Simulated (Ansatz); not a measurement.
Input file for Ansatz (an electronic-structure program): U-CCSD(T)/def2-SVPD on H3O3Sn (SMILES [OH][Sn]([OH])[OH]). Elements past Kr take the def2 small-core potentials; no spin–orbit coupling.

Ansatz 0.2 input:
```yaml
crystal:
  periodic: [false, false, false]
  atoms:
    - {symbol: O, position_ang: [-1.07593076, -1.21769666, -0.87531500]}
    - {symbol: Sn, position_ang: [-0.36549382, -0.12064420, 0.65963228]}
    - {symbol: O, position_ang: [-0.45772913, 1.78792492, 0.01738062]}
    - {symbol: O, position_ang: [1.60405822, -0.54461889, 0.72884585]}
    - {symbol: H, position_ang: [-1.77429830, -0.74073086, -1.35094205]}
    - {symbol: H, position_ang: [0.29752426, 2.30205378, 0.34406592]}
    - {symbol: H, position_ang: [1.77186953, -1.46628809, 0.47633239]}
basis:
  gaussian:
    orbitals: def2-SVPD
magnetization: {spin_polarized: true, initial_magnetization: 1}
correlation: {method: ccsd_t, electrons: outside_noble_gas}
scf: {omitted_lower_state_checks: [cluster_reference]}
```

Program output:

```
WARN ansatz: RAYON_NUM_THREADS=8 ignored (pool sized by the plan → 8); use --threads N
Functional definition: HF
these checks for a lower state are left out or cut short: cluster_reference
integrals: 0.44 GiB planned
1326 factors; integrals over basis functions are off by at most 1.1e-3 eV
mean field: 0.93 GiB planned
mean field evaluation 1: about -11953.1225 eV, gradient 4.2e1 eV
mean field evaluation 2: about -11953.2066 eV, gradient 4.2e1 eV
mean field evaluation 4: about -11960.3344 eV, gradient 2.7e0 eV
mean field evaluation 8: about -11960.4654 eV, gradient 2.9e-3 eV
mean field -11960.46540135 eV, -439.5389964049 hartree, gradient 2.7e-6 eV, S^2 0.768028; 0 other end points of the search recorded, 0 dependent functions left out
12 core orbitals not correlated
reference -11960.46540135 eV, -439.5389964049 hartree; 13, 12 occupied and 100, 101 virtual orbitals, 1326 factors
second order -18.81065203 eV of doubles, -0.00000000 eV of singles
coupled cluster: 1.55 GiB planned
cycle   1  -18.38256368 eV  change    4.3e-1 eV  update   1.3e-1
cycle   2  -18.90688189 eV  change   -5.2e-1 eV  update   4.3e-2
cycle   3  -19.07286036 eV  change   -1.7e-1 eV  update   2.5e-2
cycle   4  -19.07349131 eV  change   -6.3e-4 eV  update   7.7e-3
cycle   5  -19.06742386 eV  change    6.1e-3 eV  update   4.4e-3
cycle   6  -19.06911210 eV  change   -1.7e-3 eV  update   1.9e-3
cycle   7  -19.06956615 eV  change   -4.5e-4 eV  update   9.5e-4
cycle   8  -19.06945587 eV  change    1.1e-4 eV  update   3.7e-4
cycle   9  -19.06956851 eV  change   -1.1e-4 eV  update   1.8e-4
cycle  10  -19.06954918 eV  change    1.9e-5 eV  update   6.5e-5
cycle  11  -19.06951544 eV  change    3.4e-5 eV  update   3.1e-5
cycle  12  -19.06955137 eV  change   -3.6e-5 eV  update   1.4e-5
cycle  13  -19.06954565 eV  change    5.7e-6 eV  update   6.4e-6
perturbative correction -0.60567139 eV, -0.0222580131 hartree
Total energy: -11980.14061839 eV, -440.2620472948 hartree
Checks for a lower state left out: cluster_reference
```

The calculation finished and met its thresholds.

Cost: roughly 90 core-seconds.
